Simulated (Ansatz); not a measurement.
Input for Ansatz (a program for electronic structure): R-B3LYP/def2-TZVPP on H2OSn (SMILES [OH][SnH]), atoms moved off the minimum. Elements past Kr take the def2 small-core potentials; no spin–orbit coupling.

Ansatz 0.2 input:
```yaml
crystal:
  periodic: [false, false, false]
  atoms:
    - {symbol: Sn, position_ang: [-0.27718480, -0.06840060, 0.19240248]}
    - {symbol: H, position_ang: [-1.57766696, 0.12605702, -1.11608854]}
    - {symbol: O, position_ang: [1.25532903, 0.82400339, -0.93538094]}
    - {symbol: H, position_ang: [0.96387887, 1.08709491, -1.90439537]}
basis:
  gaussian:
    orbitals: def2-TZVPP
hamiltonian:
  xc: {name: B3LYP}
scf: {lower_state_search: off}
output: {forces: true}
```

It printed:

```
WARN ansatz: RAYON_NUM_THREADS=1 ignored (pool sized by the plan → 1); use --threads N
Functional definition: B3LYP
these checks for a lower state are left out or cut short: stability, starts, cluster_reference, orbital_swaps, neighbouring_geometries, increment
integrals: 0.03 GiB planned
701 factors; their error is unknown
mean field: 0.29 GiB planned
mean field evaluation 1: about -7906.6728 eV, gradient 6.4e1 eV
mean field evaluation 2: about -7812.7507 eV, gradient 1.7e2 eV
mean field evaluation 4: about -7913.8602 eV, gradient 1.0e1 eV
mean field evaluation 8: about -7914.0431 eV, gradient 2.0e-1 eV
mean field evaluation 16: about -7914.1115 eV, gradient 6.5e-5 eV
mean field -7914.11146439 eV, -290.8382319390 hartree, gradient 7.1e-6 eV, S^2 0.000000; 0 other end points of the search recorded, 0 dependent functions left out
the calculation of the forces begins
reference -7914.11168026 eV, -290.8382398720 hartree; 16, 16 occupied and 93, 93 virtual orbitals, 701 factors
Total energy: -7914.11168026 eV, -290.8382398720 hartree
Atom 0 at    -0.277185    -0.068401     0.192402 Å, force     0.682491     0.701226    -1.167806 eV/Å
Atom 1 at    -1.577667     0.126057    -1.116089 Å, force     0.363147    -0.064473     0.344565 eV/Å
Atom 2 at     1.255329     0.824003    -0.935381 Å, force    -1.846134     0.186971    -2.213782 eV/Å
Atom 3 at     0.963879     1.087095    -1.904395 Å, force     0.800496    -0.823724     3.037023 eV/Å
Dipole moment:    -0.303671    -0.151733     0.115507 e Å
Checks for a lower state left out: stability, starts, cluster_reference, orbital_swaps, neighbouring_geometries, increment
```

The run converged.

Cost: about 1.7 core-seconds (a rough figure).
